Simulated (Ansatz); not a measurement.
Gas-phase electronic energies from Ansatz, PBE0-D4/def2-TZVP geometries. CBS: MP2 limit from def2 TZ/QZ plus the TZ coupled-cluster correction, frozen cores. Functionals use def2-TZVPP. Elements past krypton have def2 core potentials. For In outer-core shells are correlated without core-valence functions, which leaves a few kJ/mol of doubt a bond. One conformer a species, not always the lowest.

`C[B]([InH2])CF` + `CC=N` → `C/C=[N]\[InH2]` + `CBCF`  (cleavage of the In–B bond)

`C[B]([InH2])CF`:

```xyz
12

C     0.644   -0.029   -1.602
B     0.059    0.031   -0.158
In    0.901   -0.796    1.769
C    -1.326    0.703    0.079
F    -1.761    0.629    1.412
H     0.553   -1.072   -1.939
H     1.715    0.186   -1.639
H     0.131    0.597   -2.340
H     0.591   -2.411    2.318
H     1.886    0.145    2.842
H    -1.286    1.768   -0.194
H    -2.107    0.249   -0.547
```

`CC=N`:

Z-matrix (Å, degrees):
```
C
C 1 1.493
H 1 1.092 2 111.6
H 1 1.094 2 110.3 3 -121.2
H 1 1.094 2 110.3 3 121.2
N 2 1.263 1 127.9 3 0.0
H 2 1.095 1 115.5 3 -180.0
H 6 1.023 2 110.6 1 0.0
```

`C/C=[N]\[InH2]`:

```xyz
10

C    -0.414    0.428   -1.438
C     0.665    0.748   -0.445
N     0.826    0.277    0.700
In   -0.010   -1.046    1.992
H     0.027    0.054   -2.367
H    -1.105   -0.319   -1.041
H    -0.970    1.334   -1.696
H     1.387    1.501   -0.814
H    -1.078   -0.360    3.144
H     0.672   -2.618    1.964
```

`CBCF`:

Z-matrix (Å, degrees):
```
C
B 1 1.556
H 1 1.097 2 109.4
H 1 1.092 2 115.7 3 122.9
H 1 1.097 2 109.5 3 -114.0
C 2 1.557 1 120.1 3 -122.6
H 2 1.198 1 120.2 3 57.3
F 6 1.387 2 115.7 1 -180.0
H 6 1.101 2 109.7 1 -57.4
H 6 1.101 2 109.5 1 57.6
```

```json
{"level": "B97M-V", "ΔE (kJ/mol)": "-11.1"}
{"level": "CAM-B3LYP-D4", "ΔE (kJ/mol)": "-12.2"}
{"level": "r2SCANh", "ΔE (kJ/mol)": "-7.8"}
{"level": "HF/def2-SVP", "ΔE (kJ/mol)": "-8.7"}
```

Q: What does CCSD(T)/CBS give? (Best estimate.)

A: The calculation gave: -9.2 kJ/mol. The listed levels differ from it by -1.9, -3.0, 1.4, 0.5 kJ/mol.

Largest T1 diagnostic among the species: 0.017.

Leaving LDA and LC-ωPBE aside and taking each functional with its dispersion term where it has one, the values, not all of them listed here, spread over 13.7 kJ/mol, from BLYP-D4 to PBE0-D4. From r2SCAN to r2SCAN0 (25 % exact exchange), in def2-TZVPP and without D4, ΔE moves by +3.6 kJ/mol.

CCSD(T)/CBS has its own doubt, a few kJ/mol and more with outer-core shells, so smaller differences from it don't rank the levels.
